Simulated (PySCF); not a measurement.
**One molecule, a ladder of functionals, a line**

Molecule: `InChI=1S/C3H8O2Si/c1-3(4-2)5-6/h1H2,2,6H3`.

Molfile (atoms numbered from 1):
```
C3H8O2Si
     RDKit          3D

 14 13  0  0  0  0  0  0  0  0999 V2000
   -0.6476    1.2202    1.4754 C   0  0  0  0  0  0  0  0  0  0  0  0
   -0.1330    0.3792    0.5677 C   0  0  0  0  0  0  0  0  0  0  0  0
   -0.7671   -0.1436   -0.5021 O   0  0  0  0  0  0  0  0  0  0  0  0
   -2.1027    0.2153   -0.7362 C   0  0  0  0  0  0  0  0  0  0  0  0
    1.1268   -0.0636    0.6115 O   0  0  0  0  0  0  0  0  0  0  0  0
    1.8055   -1.1048   -0.5379 Si  0  0  0  0  0  4  0  0  0  0  0  0
   -0.0134    1.5631    2.2905 H   0  0  0  0  0  0  0  0  0  0  0  0
   -1.6768    1.5665    1.4200 H   0  0  0  0  0  0  0  0  0  0  0  0
   -2.4168   -0.3083   -1.6474 H   0  0  0  0  0  0  0  0  0  0  0  0
   -2.2006    1.3039   -0.8861 H   0  0  0  0  0  0  0  0  0  0  0  0
   -2.7493   -0.0903    0.1037 H   0  0  0  0  0  0  0  0  0  0  0  0
    3.1994   -1.2853   -0.0517 H   0  0  0  0  0  0  0  0  0  0  0  0
    1.8178   -0.4875   -1.8941 H   0  0  0  0  0  0  0  0  0  0  0  0
    1.1059   -2.4198   -0.5693 H   0  0  0  0  0  0  0  0  0  0  0  0
  1  2  2  0
  2  3  1  0
  3  4  1  0
  2  5  1  0
  5  6  1  0
  1  7  1  0
  1  8  1  0
  4  9  1  0
  4 10  1  0
  4 11  1  0
  6 12  1  0
  6 13  1  0
  6 14  1  0
M  END
```

GIAO shieldings (ppm, equivalent atoms averaged) in PySCF on the PBE0-D3(BJ)/def2-SVP geometry, basis pcSseg-1, gas phase, non-relativistic:

| functional | exact exchange (%) | σ(C4) | σ(O3) | σ(O5) | σ(Si6) |
| --- | --- | --- | --- | --- | --- |
| BLYP | 0 | 119.0 | 199.8 | 208.5 | 369.6 |
| BP86 | 0 | 123.7 | 203.6 | 212.4 | 373.3 |
| PBE | 0 | 124.4 | 203.0 | 212.6 | 374.6 |
| PBE0 | 25 | 130.1 | 216.5 | 224.1 | 389.0 |
| mPW1PW91 | 25 | 129.1 | 215.9 | 223.4 | 387.6 |
| HF | 100 | 140.9 | 249.2 | 250.7 | 434.5 |

Question: Fit each shielding as a line in the percentage of exact exchange.

Answer: σ(C4) = 123.2 + 0.19 x (rms 2.1 ppm); σ(O3) = 202.9 + 0.47 x (rms 1.6 ppm); σ(O5) = 212.1 + 0.40 x (rms 1.9 ppm); σ(Si6) = 372.6 + 0.62 x (rms 1.6 ppm). The functionals also differ in their semilocal parts, which the line can't hold; Hartree–Fock has no correlation at all.

Question: What does the line predict for B3LYP (20 %), and what does the run give?

Answer: σ(C4): 127.0 predicted, 124.1 computed; σ(O3): 212.3 predicted, 211.4 computed; σ(O5): 220.1 predicted, 218.4 computed; σ(Si6): 385.0 predicted, 380.9 computed ppm.
